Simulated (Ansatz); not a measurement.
Cost and result for the atomization energy of BBrH2O2 (`OB(O)Br`) (6 atoms, 5 bonds).

```xyz
6

O    -0.7253    0.2895   -0.8388
B     0.1392   -0.1468    0.1080
O     0.5345    0.6495    1.1193
Br    0.8490   -1.9474    0.0472
H    -0.9311   -0.3683   -1.5065
H     0.1338    1.5234    1.0708
```

The species carries charge 0 and has multiplicity 1. Correlated methods include outer-core shells of Br, which these sets cover unevenly. Scalar relativity is left out up to krypton. The structure was optimised at the PBE0-D4/def2-TZVP level. It is one conformer, not always the lowest. Program: Ansatz. All runs use 2 threads of a server CPU on a shared host. Times are those of one run each, without the atoms' runs, and a repeat can differ threefold. Electronic energies, without spin–orbit coupling; frozen cores. CCSD(T)/CBS adds CCSD(T) − MP2 in def2-TZVPP to the MP2 limit, and its time is that of the two runs behind it. T1 = 0.010. With those shells the extrapolation isn't a true limit. B3LYP takes the VWN-RPA correlation (the form of Gaussian; ORCA's B3LYP/G).

CCSD(T)/CBS is a level of theory with its own doubt, some kJ/mol a heavy atom from the limit and from the frozen cores, so smaller differences don't rank the functionals.

```json
{"level": "LDA (SPW92)/def2-TZVPP", "functions": "169", "wall time": "0.45 s"}
{"level": "revPBE-D4/def2-TZVPP", "functions": "169", "wall time": "0.7 s"}
{"level": "BLYP-D4/def2-TZVPP", "functions": "169", "wall time": "0.75 s"}
{"level": "PBE0-D4/def2-TZVPP", "functions": "169", "wall time": "1 s"}
{"level": "BHLYP-D4/def2-TZVPP", "functions": "169", "wall time": "1.1 s"}
{"level": "B3LYP-D4/def2-TZVPP (with forces)", "functions": "169", "wall time": "1.2 s"}
{"level": "r2SCAN-D4/def2-TZVPP (with forces)", "functions": "169", "wall time": "1.5 s"}
{"level": "CCSD(T)/def2-SVP", "functions": "84", "wall time": "1.5 s"}
{"level": "B2PLYP/def2-TZVPP", "functions": "169", "wall time": "1.7 s"}
{"level": "PBE-QIDH/def2-TZVPP", "functions": "169", "wall time": "1.8 s"}
{"level": "MP2/def2-QZVPP", "functions": "320", "wall time": "6 s"}
{"level": "CCSD(T)/def2-TZVPP", "functions": "169", "wall time": "19 s"}
{"level": "CCSD(T)/CBS(def2)", "functions": "–", "wall time": "25 s"}
```

What atomization energy does each give, and how far from CCSD(T)/CBS? (Estimate.)

The calculation gave: 
```json
{"level": "LDA (SPW92)/def2-TZVPP", "atomization (kcal/mol)": "682.2", "difference from CCSD(T)/CBS": "97.0", "per bond": "19.4"}
{"level": "revPBE-D4/def2-TZVPP", "atomization (kcal/mol)": "579.4", "difference from CCSD(T)/CBS": "-5.8", "per bond": "-1.2"}
{"level": "BLYP-D4/def2-TZVPP", "atomization (kcal/mol)": "583.1", "difference from CCSD(T)/CBS": "-2.1", "per bond": "-0.4"}
{"level": "PBE0-D4/def2-TZVPP", "atomization (kcal/mol)": "582.8", "difference from CCSD(T)/CBS": "-2.4", "per bond": "-0.5"}
{"level": "BHLYP-D4/def2-TZVPP", "atomization (kcal/mol)": "556.5", "difference from CCSD(T)/CBS": "-28.7", "per bond": "-5.8"}
{"level": "B3LYP-D4/def2-TZVPP (with forces)", "atomization (kcal/mol)": "579.8", "difference from CCSD(T)/CBS": "-5.4", "per bond": "-1.1"}
{"level": "r2SCAN-D4/def2-TZVPP (with forces)", "atomization (kcal/mol)": "588.8", "difference from CCSD(T)/CBS": "3.6", "per bond": "0.7"}
{"level": "CCSD(T)/def2-SVP", "atomization (kcal/mol)": "552.3", "difference from CCSD(T)/CBS": "-32.9", "per bond": "-6.6"}
{"level": "B2PLYP/def2-TZVPP", "atomization (kcal/mol)": "577.7", "difference from CCSD(T)/CBS": "-7.5", "per bond": "-1.5"}
{"level": "PBE-QIDH/def2-TZVPP", "atomization (kcal/mol)": "580.0", "difference from CCSD(T)/CBS": "-5.2", "per bond": "-1.0"}
{"level": "MP2/def2-QZVPP", "atomization (kcal/mol)": "601.9", "difference from CCSD(T)/CBS": "16.7", "per bond": "3.3"}
{"level": "CCSD(T)/def2-TZVPP", "atomization (kcal/mol)": "567.7", "difference from CCSD(T)/CBS": "-17.5", "per bond": "-3.5"}
{"level": "CCSD(T)/CBS(def2)", "atomization (kcal/mol)": "585.2", "difference from CCSD(T)/CBS": "0.0", "per bond": "0.0"}
```

In def2-TZVPP, CCSD(T) changes the Hartree–Fock value by +149.6 kcal/mol (the triples alone add +10.8 kcal/mol) and MP2 by +173.5 kcal/mol; breaking electron pairs costs correlation energy, which Hartree–Fock lacks. The D4 term adds +4.1 kcal/mol with B3LYP and +2.1 kcal/mol with PBE0; it sums over pairs of atoms, weighted by their polarisabilities, and B3LYP, whose exchange is more repulsive, gets the larger term. From PBE to PBE0 (25 % exact exchange), in def2-TZVPP and without D4, the atomization energy moves by −16.2 kcal/mol: exact exchange takes away binding that semilocal exchange gives to molecules.
